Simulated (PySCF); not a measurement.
1-hydroxysiletane (C3H8OSi), SMILES O[SiH]1CCC1.

Geometry: PBE-D3(BJ)/def2-SVP. The values are those of a single conformer.

All values below come from PySCF with TDDFT-PBE/def2-SVPD.

Vertical excitations. Isolated molecule, no solvent.

### Question
List the lowest excited states. (An estimate is asked for; the answer gives what the named calculation found.)

### Answer

```json
[
 {"state": "S1", "energy (eV)": "5.97", "λ (nm)": "208", "f": "0.005", "main pairs": "HOMO→LUMO 99 %"},
 {"state": "S2", "energy (eV)": "6.18", "λ (nm)": "201", "f": "0.005", "main pairs": "HOMO−1→LUMO 99 %"},
 {"state": "S3", "energy (eV)": "6.69", "λ (nm)": "185", "f": "0.021", "main pairs": "HOMO→LUMO+1 99 %"},
 {"state": "S4", "energy (eV)": "6.91", "λ (nm)": "180", "f": "0.030", "main pairs": "HOMO−1→LUMO+1 70 %, HOMO→LUMO+2 27 %"},
 {"state": "S5", "energy (eV)": "6.93", "λ (nm)": "179", "f": "0.005", "main pairs": "HOMO→LUMO+2 48 %, HOMO−1→LUMO+1 26 %, HOMO−1→LUMO+2 24 %"},
 {"state": "S6", "energy (eV)": "7.09", "λ (nm)": "175", "f": "0.035", "main pairs": "HOMO−1→LUMO+2 72 %, HOMO→LUMO+2 19 %"},
 {"state": "S7", "energy (eV)": "7.28", "λ (nm)": "170", "f": "0.014", "main pairs": "HOMO→LUMO+3 94 %"},
 {"state": "S8", "energy (eV)": "7.46", "λ (nm)": "166", "f": "0.007", "main pairs": "HOMO−2→LUMO 91 %"},
 {"state": "S9", "energy (eV)": "7.56", "λ (nm)": "164", "f": "0.019", "main pairs": "HOMO−3→LUMO 65 %, HOMO−4→LUMO 14 %, HOMO−1→LUMO+3 13 %"},
 {"state": "S10", "energy (eV)": "7.56", "λ (nm)": "164", "f": "0.071", "main pairs": "HOMO−1→LUMO+3 76 %, HOMO−3→LUMO 16 %"},
 {"state": "T1", "energy (eV)": "5.77", "λ (nm)": "215", "f": "0", "main pairs": "HOMO→LUMO 99 %"},
 {"state": "T2", "energy (eV)": "5.99", "λ (nm)": "207", "f": "0", "main pairs": "HOMO−1→LUMO 99 %"},
 {"state": "T3", "energy (eV)": "6.54", "λ (nm)": "190", "f": "0", "main pairs": "HOMO→LUMO+2 90 %"},
 {"state": "T4", "energy (eV)": "6.58", "λ (nm)": "189", "f": "0", "main pairs": "HOMO→LUMO+1 92 %"}
]
```
Triplets are in the Tamm–Dancoff approximation, which puts them higher than full response would, so one can lie above its singlet here.
